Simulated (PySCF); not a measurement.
**Energy of Ce²⁺ (cerium, charge +2) between two integer charges**

The 4f alpha orbital of [Xe] 4f2 is emptied in steps (occupation f), with all orbitals relaxed, ending at [Xe] 4f1. Calculation: PySCF 2.14, in def2-TZVP with the def2 core potential (28 electrons) (10s7p5d4f1g, 93 functions); scalar relativity through the core potential. The exact energy is a straight line in f; departures are measured from the line between the end points of the same method.

| f | PBE0 (eV) | r2SCAN (eV) | LC-wPBE (eV) |
| --- | --- | --- | --- |
| 1 | 0.000 | 0.000 | 0.000 |
| 0.75 | -0.951 | -1.346 | -0.468 |
| 0.5 | -1.280 | -1.814 | -0.640 |
| 0.25 | -0.969 | -1.372 | -0.491 |
| 0 | 0.000 | 0.000 | 0.000 |

```tsv
method	E(f=0) − E(f=1) (eV)	−ε at f=1 (eV)	−ε at f=0.5 (eV)
PBE0	20.765	15.747	20.716
r2SCAN	20.738	13.640	20.670
LC-wPBE	20.924	18.493	20.864
```

Orbital energy along the path (eV):

| f | PBE0 | r2SCAN | LC-wPBE |
| --- | --- | --- | --- |
| 1 | -15.747 | -13.640 | -18.493 |
| 0.75 | -18.191 | -17.089 | -19.628 |
| 0.5 | -20.716 | -20.670 | -20.864 |
| 0.25 | -23.315 | -24.352 | -22.189 |
| 0 | -25.976 | -28.115 | -23.597 |

Reference removal energy between the ground levels: 20.197 eV (semi-empirical (NIST evaluation); NIST Atomic Spectra Database, ionization energies). The calculation has no spin-orbit coupling.
